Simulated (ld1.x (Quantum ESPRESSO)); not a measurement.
# manganese (Mn) ultrasoft: all-electron and pseudo phase curves

* Element: manganese (Mn)
* Generator: ld1.x (Quantum ESPRESSO) 7.5
* Type: ultrasoft
* Functional: PBEsol
* Relativity: scalar-relativistic
* Frozen core: [Ar]
* Valence charge: 7
* Reference configuration: 3d5 4s2 4p0
* Partial waves: 4s (bound): rcut 2.25, rcutus 2.55 bohr; 4s channel at 0.3 Ry: rcut 2.25, rcutus 2.55 bohr; 4p (bound, empty): rcut 3.00, rcutus 4.00 bohr; 4p channel at 0.75 Ry: rcut 3.00, rcutus 4.00 bohr; 3d (bound): rcut 0.75, rcutus 0.95 bohr; 3d channel at 2.55 Ry: rcut 0.75, rcutus 0.95 bohr
* Local potential: all-electron potential smoothed inside 2.00 bohr (lloc = -1)
* Core correction: none
* Augmentation charge: built from norm-conserving waves at rcut, not smoothed further

The phase is arctan(r·u′/u) with u = r·R(r), unwrapped; energies in Ry, scanned from -2 to 5 Ry. A pole is an energy at which the radial function vanishes at the test radius. The pseudo phase is shifted by a multiple of π to meet the all-electron one at the reference energy, and phase errors are pseudo minus all-electron; the curves can meet again beyond the range given. Levels narrower than the energy grid can be missing from the lists of poles.

Q: For each channel, where are the poles, and over which energies does the pseudopotential scatter like the atom?

A:

| channel | radius (bohr) | reference energy (Ry) | poles, all-electron | poles, pseudo | unbroken range about the reference energy with phases within 0.05 rad | phase error 1 Ry above the reference energy (rad) |
| --- | --- | --- | --- | --- | --- | --- |
| s | 4.37 | -0.38 | -0.17, 2.21 | -0.17, 2.22, 3.58 | below 3.4 | +0.001 |
| p | 4.37 | -0.10 | 0.32, 2.77 | 0.32, 1.61, 3.31 | below 1.2 | +0.001 |
| d | 4.37 | -0.50 | -0.48, 1.20, 3.79 | -0.48, 1.20, 3.79 | the whole range | +0.000 |

The ghost test of this file was not conclusive. Its overlap operator is not positive definite in a basis up to 400 Ry (lowest eigenvalue p -1.51), so the file is unfit for use: the generalised eigenproblem breaks down once the basis is large enough, and its test numbers describe a broken file.

Phases in the d channel:

```tsv
E (Ry)	all-electron	pseudo
-2.00	1.411	1.411
-1.76	1.401	1.401
-1.52	1.389	1.389
-1.28	1.373	1.373
-1.04	1.352	1.352
-0.80	1.320	1.320
-0.56	1.210	1.210
-0.32	-1.870	-1.870
-0.08	-1.988	-1.988
0.16	-2.252	-2.252
0.40	-3.251	-3.251
0.64	-4.288	-4.288
0.88	-4.565	-4.565
1.12	-4.683	-4.683
1.36	-4.762	-4.762
1.60	-4.835	-4.835
1.84	-4.933	-4.933
2.08	-5.142	-5.142
2.32	-6.046	-6.045
2.56	-7.341	-7.341
2.80	-7.622	-7.622
3.04	-7.725	-7.725
3.28	-7.781	-7.781
3.52	-7.820	-7.820
3.76	-7.851	-7.850
4.00	-7.878	-7.878
4.24	-7.906	-7.906
4.48	-7.938	-7.937
4.72	-7.980	-7.979
4.96	-8.049	-8.047
```
